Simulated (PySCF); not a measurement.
C9H5OP.
Geometry (PBE0-D3(BJ)/def2-SVP, Å), atoms numbered from 1 in this order:
```xyz
16
C9H5OP angstrom
C      4.4797   -0.9520   -0.2083
C      3.2723   -0.8384   -0.1451
C      1.8650   -0.7421   -0.0830
O      1.3711    0.4499    0.3329
C      0.0234    0.4414    0.3564
C     -0.7259    1.5508    0.7473
C     -2.1072    1.4245    0.7299
C     -2.7223    0.2229    0.3333
C     -1.9629   -0.8709   -0.0522
C     -0.5601   -0.7727   -0.0453
P      0.7113   -1.9605   -0.4766
H      5.5483   -1.0527   -0.2622
H     -0.2282    2.4728    1.0512
H     -2.7268    2.2727    1.0295
H     -3.8123    0.1539    0.3302
H     -2.4470   -1.8010   -0.3594
```

Computed with PySCF at PBE0/def2-SVPD, non-relativistic, on one gas-phase PBE0-D3(BJ)/def2-SVP geometry that isn't relaxed in the solvent. The solvent is an IEF-PCM continuum (van der Waals radii × 1.2), and excitations are vertical TDDFT with non-equilibrium linear response and a frozen core. The model holds no explicit solvent molecules, cavitation or dispersion.

Gas-phase singlets (H = HOMO, L = LUMO):

```
state  E (eV)  λ (nm)      f  leading configuration
   S1   4.054     306  0.308                H→L 94%
   S2   4.413     281  0.113              H-1→L 89%
   S3   4.896     253  0.001              H-3→L 68%
   S4   5.108     243  0.000              H→L+1 80%
   S5   5.152     241  0.004              H-4→L 47%
```

Problem. What are the lowest 5 singlets in benzene (ε = 2.271)?

Solution. 
```
state  E (eV)  λ (nm)      f  leading configuration  change by rank (eV)
   S1   3.919     316  0.438                H→L 97%               -0.135
   S2   4.348     285  0.148              H-1→L 93%               -0.065
   S3   4.913     252  0.001              H-3→L 58%               +0.017
   S4   5.131     242  0.008              H→L+1 78%               +0.023
   S5   5.139     241  0.007              H-4→L 44%               -0.013
```

Problem. The ground-state energy changes by -0.084 eV from gas to benzene. By how much does the total energy of gas-phase S1 change?

Solution. E(S1) = E(S0) + excitation energy, so it changes by -0.084 − 0.135 = -0.219 eV: it is lowered more than the ground state, which is what a red shift means. This is the vertical state, with the slow part of the continuum still set for S0.

Problem. How do the frontier levels move from gas to benzene?

Solution. 
```json
{"orbital": "LUMO+2", "gas (eV)": "-0.27", "solvent (eV)": "-0.24", "change (eV)": "+0.03", "Löwdin shares, gas": "C8 21 %, C5 18 %, C7 15 %, C10 12 %", "Löwdin shares, solvent": "C8 21 %, C5 19 %, C7 15 %, C10 12 %"}
{"orbital": "LUMO+1", "gas (eV)": "-0.47", "solvent (eV)": "-0.44", "change (eV)": "+0.03", "Löwdin shares, gas": "C6 18 %, C9 17 %, C10 14 %, P11 12 %", "Löwdin shares, solvent": "C6 18 %, C9 17 %, C10 14 %, P11 12 %"}
{"orbital": "LUMO", "gas (eV)": "-2.06", "solvent (eV)": "-2.07", "change (eV)": "-0.01", "Löwdin shares, gas": "P11 25 %, C3 20 %, C1 13 %, C2 8 %", "Löwdin shares, solvent": "P11 26 %, C3 20 %, C1 13 %, C2 9 %"}
{"orbital": "HOMO", "gas (eV)": "-6.50", "solvent (eV)": "-6.51", "change (eV)": "-0.01", "Löwdin shares, gas": "P11 23 %, C3 19 %, C1 12 %, C2 9 %", "Löwdin shares, solvent": "P11 22 %, C3 19 %, C1 12 %, C2 9 %"}
{"orbital": "HOMO-1", "gas (eV)": "-7.31", "solvent (eV)": "-7.29", "change (eV)": "+0.02", "Löwdin shares, gas": "C8 22 %, C5 16 %, C9 13 %, C6 12 %", "Löwdin shares, solvent": "C8 22 %, C5 16 %, C9 13 %, C6 12 %"}
{"orbital": "HOMO-2", "gas (eV)": "-8.31", "solvent (eV)": "-8.30", "change (eV)": "+0.01", "Löwdin shares, gas": "C10 21 %, C7 16 %, C6 14 %, P11 11 %", "Löwdin shares, solvent": "C10 21 %, C7 16 %, C6 14 %, P11 12 %"}
{"orbital": "HOMO-3", "gas (eV)": "-8.47", "solvent (eV)": "-8.50", "change (eV)": "-0.03", "Löwdin shares, gas": "P11 32 %, C1 23 %, C2 21 %, C3 8 %", "Löwdin shares, solvent": "P11 39 %, C1 18 %, C2 17 %, C3 9 %"}
```

The HOMO–LUMO gap goes from 4.44 to 4.44 eV.

On an Intel Xeon at 2.50 GHz with one thread (shared host), this took 2.2 min and 1.3 GiB of memory at its peak. This is the whole response run at PBE0/def2-SVPD in benzene, SCF included.
